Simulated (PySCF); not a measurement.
System: diaminoboranylethane, C₂H₉BN₂ (charge 0, singlet). 
Geometry from a B3LYP-D3(BJ)/def2-TZVP (Ansatz) optimisation:
SMILES: CCB(N)N
```xyz
14

C      1.9339    -0.3855    -0.5848
C      0.9890     0.3923     0.3352
B     -0.5655     0.1044     0.1620
N     -1.4889     0.7970     0.9885
N     -1.0249    -0.8277    -0.8005
H      2.9805    -0.1317    -0.4037
H      1.8341    -1.4643    -0.4391
H      1.7288    -0.1746    -1.6376
H      1.2607     0.1966     1.3794
H      1.1569     1.4673     0.1985
H     -1.1946     1.4633     1.6795
H     -2.4863     0.6783     0.9485
H     -0.3994    -1.3339    -1.4002
H     -1.9933    -1.0495    -0.9541
```

Dispersion corrections to the total energy (kcal/mol) from the dftd3 and dftd4 libraries through PySCF: D3(BJ) without and D4 with the three-body term, each with the damping fitted for the functional named.

```tsv
functional	D3(BJ)	D4
BLYP	-12.39	-12.43
BHLYP	___	-6.07
TPSS	-7.48	___
PBE	___	-5.57
TPSSh	-6.82	-6.86
BP86	-8.97	-7.24
PBE0	-5.12	-4.67
```

Q: Some entries are withheld; supply them.

A: 
- BHLYP, D3(BJ): -7.61
- TPSS, D4: -7.53
- PBE, D3(BJ): -6.06
